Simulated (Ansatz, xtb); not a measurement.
Diatomic TaS, multiplicity 2 (lowest of 2S+1 = 2, 4, 6, 8 at CCSD(T)/def2-TZVPP on PBE0 minima; our sources give no spin for the ground state, which may be another). No spin–orbit coupling. The T1 diagnostic near the minimum is 0.063, so single-reference values are doubtful.

Constants: fifth-degree fit in 1/R to seven points, most abundant isotopes. Runs in def2 and cc sets follow the lowest solution found near the PBE0 minimum.

Codes used: Ansatz (an electronic-structure program) with Gaussian orbitals; xtb for the GFN methods.  In def2 rows elements past Kr take small-core potentials, without spin–orbit coupling. The GFN methods have no spin term and hold the electronic entropy of 300 K.

| level | r_e (Å) | ω_e (cm⁻¹) | α_e (cm⁻¹) | ω_e x_e (cm⁻¹) | dipole (D) |
|---|---|---|---|---|---|
| GFN1-xTB | 2.193 | 553 | 0.00067 | 2.4 | - |
| SVWN5/def2-TZVPP | 2.101 | 563 | 0.00042 | 1.3 | 2.40 |
| wB97X-V/def2-TZVPP | 2.100 | 586 | 0.00037 | 1.1 | 3.52 |
